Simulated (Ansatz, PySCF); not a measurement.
Molecule: C2H2Cl3, charge 0, multiplicity 2. It need not be the lowest isomer of its formula. SMILES: Cl[CH]C(Cl)Cl
Coordinates optimised at B3LYP-D3(BJ)/def2-TZVP (Ansatz, a quantum-chemistry and plane-wave program):
```
C
H 1 1.0837
C 1 1.4597 2 113.05
H 3 1.0787 1 121.88 2 -163.80
Cl 3 1.6994 4 117.22 1 164.12
Cl 1 1.7873 2 108.03 3 -122.14
Cl 1 1.8373 2 104.68 3 121.05
```
Charge 0, spin multiplicity 2.

Wanted: atomisation energy (electronic, to ground-state atoms), in kJ/mol. Correlated levels leave the core frozen unless marked. UHF or UKS for open shells. No spin-orbit coupling. No relativistic terms. The coupled-cluster limit lacks core correlation, which all-electron functionals hold. CBS marks a two-point X^-3 extrapolation of the correlation energy; Hartree-Fock from the larger set. The bracket is a focal-point correction in the basis named.

| level | program | atomisation energy (kJ/mol) |
|---|---|---|
| HF-D4/def2-TZVPD | PySCF + dftd4 | 1634.6 |
| BLYP-D4/def2-TZVPD | Ansatz + dftd4 | 2262.6 |

Estimate the value at RI-MP2/CBS(cc-pV(T+d)Z,cc-pV(Q+d)Z)+[CCSD(T)-MP2]/cc-pV(T+d)Z as computed with Ansatz.

2256.6 kJ/mol, so BLYP-D4/def2-TZVPD differs from it by 6.0 kJ/mol.
